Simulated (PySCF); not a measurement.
## Relaxation of sextet HRuS

These are results of PySCF, UPBE0, basis Ru def2-TZVP with ECP28, S def2-TZVP, H def2-TZVP (scalar-relativistic core potentials, no spin–orbit coupling, density fitting), not measurements. A (50,194) grid was used.

A hand-made linear start, of C∞v symmetry, held to at least that symmetry:

```xyz
3
charge 0 multiplicity 6, angstrom
Ru    0.0000    0.0000    0.4813
S     0.0000    0.0000   -1.5987
H     0.0000    0.0000    2.0513
```

Optimiser trace:
```
step  E − E(last) (kJ/mol)  largest gradient (Eh/bohr)
   0                 25.85                     0.05337
   1                  2.50                     0.01628
   2                  0.52                     0.00806
   3                  0.07                     0.00357
   4                  0.01                     0.00106
   5                  0.00                     0.00016
```

It ends at C∞v with Ru–H 1.701 Å, Ru–S 2.182 Å; H–Ru–S 180.0° (after a last refinement on a finer grid). A frequency run shows 2 imaginary modes (one degenerate set), down to 66i cm⁻¹, so it is a higher-order saddle point. Other isomers or separated fragments may lie lower.

Open d and f shells are described by one determinant, and the ground state may have another occupation or spin. At this level a quartet minimum of Cs symmetry lies 116 kJ/mol below this structure.
